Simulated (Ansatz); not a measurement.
A run for Ansatz (a program for electronic structure): R-BHLYP/def2-TZVPP on C2H5FSe (SMILES CC[Se]F).

Ansatz 0.2 input:
```yaml
crystal:
  periodic: [false, false, false]
  atoms:
    - {symbol: C, position_ang: [-1.15702906, 0.11345017, -0.10655053]}
    - {symbol: C, position_ang: [0.27374491, -0.34540217, 0.14829765]}
    - {symbol: Se, position_ang: [1.49194087, 1.10542648, -0.34552910]}
    - {symbol: F, position_ang: [2.99638890, 0.24785755, 0.06637462]}
    - {symbol: H, position_ang: [-1.85189218, -0.68324273, 0.16379714]}
    - {symbol: H, position_ang: [-1.32113309, 0.35366059, -1.15840833]}
    - {symbol: H, position_ang: [-1.41053657, 0.99105527, 0.49061088]}
    - {symbol: H, position_ang: [0.53426350, -1.21104647, -0.45762477]}
    - {symbol: H, position_ang: [0.44425272, -0.57175867, 1.19903242]}
basis:
  gaussian:
    orbitals: def2-TZVPP
hamiltonian:
  xc: {name: BHLYP}
scf: {lower_state_search: off}
```

Program output:

```
WARN ansatz: RAYON_NUM_THREADS=1 ignored (pool sized by the plan → 1); use --threads N
Functional definition: BHLYP
these checks for a lower state are left out or cut short: stability, starts, cluster_reference, orbital_swaps, neighbouring_geometries, increment
integrals: 0.13 GiB planned
1377 factors; their error is unknown
mean field: 1.18 GiB planned
mean field evaluation 1: about -70214.7616 eV, gradient 5.1e1 eV
mean field evaluation 2: about -70214.2362 eV, gradient 5.4e1 eV
mean field evaluation 4: about -70220.0108 eV, gradient 2.8e0 eV
mean field evaluation 8: about -70220.0279 eV, gradient 3.1e-2 eV
mean field evaluation 16: about -70220.9032 eV, gradient 9.1e-5 eV
mean field -70220.90318210 eV, -2580.5705945043 hartree, gradient 3.4e-6 eV, S^2 0.000000; 0 other end points of the search recorded, 0 dependent functions left out
reference -70220.90334440 eV, -2580.5706004689 hartree; 30, 30 occupied and 181, 181 virtual orbitals, 1377 factors
Total energy: -70220.90334440 eV, -2580.5706004689 hartree
Checks for a lower state left out: stability, starts, cluster_reference, orbital_swaps, neighbouring_geometries, increment
```

The run converged.

Cost: about 2.5 core-seconds (a rough figure).
